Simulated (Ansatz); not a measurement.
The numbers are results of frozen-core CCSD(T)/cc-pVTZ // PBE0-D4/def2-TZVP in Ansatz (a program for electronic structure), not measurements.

Ansatz 0.2 input:
```yaml
crystal:
  periodic: [false, false, false]
  atoms:
    - { symbol: B, position_ang: [1.268578, -0.538814, -0.212669] }
    - { symbol: C, position_ang: [0.069381, 0.437509, -0.340071] }
    - { symbol: C, position_ang: [-1.179097, -0.347143, 0.106726] }
    - { symbol: O, position_ang: [0.16842, 1.659795, 0.379532] }
    - { symbol: H, position_ang: [1.351409, -1.48444, -0.939626] }
    - { symbol: H, position_ang: [2.082158, -0.395258, 0.659302] }
    - { symbol: H, position_ang: [-0.085391, 0.708736, -1.393233] }
    - { symbol: H, position_ang: [-1.384919, -1.188525, -0.55834] }
    - { symbol: H, position_ang: [-1.072964, -0.728295, 1.126628] }
    - { symbol: H, position_ang: [-2.035665, 0.329672, 0.094739] }
    - { symbol: H, position_ang: [0.818091, 1.546762, 1.077012] }
basis:
  gaussian: { orbitals: cc-pVTZ }
correlation:
  method: ccsd_t
```

Output:

```
Functional definition: HF
1239 factors; integrals over basis functions are off by at most 8.8e-4 eV
mean field evaluation 1: about -4878.3166 eV, gradient 3.6e1 eV
mean field evaluation 2: about -4878.3170 eV, gradient 3.6e1 eV
mean field evaluation 4: about -4881.3933 eV, gradient 4.1e0 eV
mean field evaluation 8: about -4881.4443 eV, gradient 3.5e-4 eV
mean field evaluation 16: about -4881.4452 eV, gradient 2.4e-1 eV
mean field -4881.44434916 eV, -179.3897710698 hartree, gradient 2.4e-6 eV, S^2 0.000000; 0 other end points of the search recorded, 0 dependent functions left out
4 core orbitals not correlated
reference -4881.44434916 eV, -179.3897710698 hartree; 12, 12 occupied and 202, 202 virtual orbitals, 1239 factors
second order -18.92090325 eV of doubles, -0.00000000 eV of singles
cycle   1  -19.45834744 eV  change   -5.4e-1 eV  update   8.5e-2
cycle   2  -19.92266166 eV  change   -4.6e-1 eV  update   2.4e-2
cycle   3  -20.00602009 eV  change   -8.3e-2 eV  update   1.1e-2
cycle   4  -19.99948572 eV  change    6.5e-3 eV  update   2.6e-3
cycle   5  -19.99929031 eV  change    2.0e-4 eV  update   1.2e-3
cycle   6  -19.99957261 eV  change   -2.8e-4 eV  update   4.5e-4
cycle   7  -19.99929821 eV  change    2.7e-4 eV  update   1.9e-4
cycle   8  -19.99924435 eV  change    5.4e-5 eV  update   8.1e-5
cycle   9  -19.99926596 eV  change   -2.2e-5 eV  update   3.8e-5
cycle  10  -19.99925333 eV  change    1.3e-5 eV  update   1.6e-5
perturbative correction -0.72971236 eV, -0.0268164345 hartree
Total energy: -4902.17331484 eV, -180.1515465081 hartree
```

Cost: around 2.4 core-minutes (rough).
